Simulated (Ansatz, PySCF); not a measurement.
Gas-phase reaction in SMILES: CC(F)F → C[C](F)F + H atom (the C-H bond at the site shown breaks; other sites are not compared here)
Each molecule is optimised on its own at B3LYP-D3(BJ)/def2-TZVP (Ansatz, an electronic-structure program).

Wanted: bond dissociation energy (enthalpy at 298 K, with B3LYP-D3(BJ) rigid-rotor harmonic-oscillator terms from PySCF), in eV. Cores are frozen in the correlated levels unless marked. Open shells are spin-unrestricted. No spin-orbit coupling. No relativistic terms. CBS(X,Y): correlation extrapolated as X^-3; Hartree-Fock from the larger set (for Q and 5 zeta extrapolated as (X+1)exp(-9√X)).

CCSD(T)/CBS(cc-pVQZ,cc-pV5Z) (Ansatz) gives 4.39 eV.

Another calculation gave 4.12 eV. Which level was it?
A. revPBE/def2-TZVPD (Ansatz)
B. LC-wPBE/def2-TZVPD (Ansatz)
C. SVWN5/def2-TZVPD (Ansatz)
D. CAM-B3LYP/def2-TZVPD (Ansatz)

B, LC-wPBE/def2-TZVPD (Ansatz). The others give 4.01 (revPBE), 4.25 (CAM-B3LYP), 4.56 (SVWN5) eV.
